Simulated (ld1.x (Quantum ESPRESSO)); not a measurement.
# Plane-wave convergence, TM potential for carbon (C)

- Element: carbon
- Generator: ld1.x (Quantum ESPRESSO) 7.5
- Type: norm-conserving Troullier–Martins (Kleinman–Bylander form)
- Functional: LDA (PZ)
- Relativity: non-relativistic
- Frozen core: [He]
- Valence charge: 4
- Reference configuration: 2s2 2p2
- Partial waves: 2s (bound): rc 1.15 bohr; 2p (bound): rc 2.95 bohr
- Local potential: the p channel
- Core correction: Bessel-smoothed model core inside 0.90 bohr

The pseudo-atom Hamiltonian at the reference potential is diagonalised in spherical Bessel functions j_l(qr) that vanish at 20 bohr, with q² up to the cutoff. All-electron valence levels (Ry): 2s -1.0019, 2p -0.3986.

Question: How do the lowest levels (Ry) of each channel move with the cutoff, and are there ghosts?

Answer:

```tsv
cutoff (Ry)	s #1	p #1	d #1	d #2	f #1	Σ f·Δε (mRy)
8	-0.9292	-0.2912	0.0741	0.1752	0.1177	360.2
15	-0.9507	-0.3958	0.0741	0.1751	0.1177	108.1
21	-0.9781	-0.3985	0.0741	0.1751	0.1177	47.9
35	-0.9985	-0.3986	0.0741	0.1751	0.1177	7.0
45	-1.0002	-0.3986	0.0741	0.1751	0.1177	3.6
60	-1.0004	-0.3986	0.0741	0.1751	0.1177	3.2
80	-1.0012	-0.3986	0.0741	0.1751	0.1177	1.4
110	-1.0019	-0.3986	0.0741	0.1751	0.1177	0.1
400	-1.0019	-0.3986	0.0741	0.1751	0.1177	0.0
```

Result: no extra level below or beside the all-electron valence levels (s, p, d, f tested); 10 mRy is reached at 35 Ry and 1 mRy at 90 Ry.

Its largest configuration-test error is +2051 meV.
